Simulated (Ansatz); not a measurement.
Relaxation of BH$_{3}$O$_{3}$ (7 atoms, charge 0, multiplicity 1), to a largest force component of 0.02 eV/Å in at most 50 steps.

Method: UKS PBE/def2-SVP in Ansatz.

```xyz
7
Properties=species:S:1:pos:R:3
O -1.104 0.799 0.314
B -0.013 -0.006 0.236
O 0.506 -0.471 1.392
O 0.589 -0.374 -0.941
H -1.462 1.121 -0.511
H 1.269 -1.032 1.264
H -0.224 0.243 -0.888
```

Q: Where does it end, and by what steps?

A: The forces met the threshold. After 7 steps the energy has fallen by 2.658 eV; H7 moved furthest, 0.82 Å. Parted: B2–H7 (1.17 → 2.00 Å).

```
step  energy less start (eV)  largest force component (eV/Å)  accepted
   0                  0.0000                           7.427       yes
   1                 -1.0067                           4.752       yes
   2                 -1.8773                           3.260       yes
   3                 -2.2863                           1.749       yes
   4                 -2.5638                           0.817       yes
   5                 -2.6499                           0.291       yes
   6                 -2.6562                           0.075       yes
   7                 -2.6584                           0.017       yes
```

```xyz
7
Properties=species:S:1:pos:R:3
O -1.186 0.809 0.526
B -0.069 0.018 0.356
O 0.487 -0.499 1.497
O 0.522 -0.286 -0.860
H -1.564 1.144 -0.302
H 1.272 -1.030 1.279
H 0.101 0.125 -1.632
```

Run time: 12 s on 2 threads of Intel(R) Xeon(R) Platinum 8488C (Sapphire Rapids), on a shared host, peak memory 0.15 GiB.
